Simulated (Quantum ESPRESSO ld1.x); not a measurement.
Li2+, configuration 1s0.75 2p0.25 (fractional occupations, a model configuration). Method: scalar-relativistic Kohn-Sham, LDA (Slater exchange, VWN5 correlation), spin-polarised, spherical densities, point nucleus; open shells are filled with parallel spins first; computed with ld1.x of Quantum ESPRESSO 7.5. Some entries of the table are withheld. Estimate them.

orbital  occ.  eigenvalue (eV)  <r^2> (bohr^2)
1s up    0.75         -107.661          0.3375
1s down     0         -88.1391          0.4075
2s up       0         -21.7044           5.559
2p up    0.25              (1)           4.356
2s down     0         -18.9804           6.694
2p down     0              (2)           5.473
3p up       0          -7.8440             (3)
3d up       0          -7.6320           20.17
3d down     0          -7.2042           22.84
3p down     0          -7.1847             (4)

Answer. 
(1) 2p up eigenvalue (eV): -20.3679
(2) 2p down eigenvalue (eV): -17.5687
(3) 3p up <r^2> (bohr^2): 28.04
(4) 3p down <r^2> (bohr^2): 32.94
